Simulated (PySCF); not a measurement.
silene (CH₄Si), SMILES C=[SiH2]. Geometry optimised at B3LYP-D3(BJ)/def2-TZVP.

TDDFT-B3LYP/def2-TZVPD run with PySCF 2.14.0 puts the lowest singlet excitations at 5.00, 5.62, 5.83, 6.32, 6.77, 6.99 eV.

Task: What are the lowest excitation roots from ADC(2)/aug-cc-pVDZ run with PySCF? (The exact figures need the calculation; the answer reports its results.)

Result: 5.28, 5.69, 6.19, 6.51, 6.64, 7.04 eV. S1 differs by 0.27 eV (second minus first; roots are paired by order, and the bases may differ).
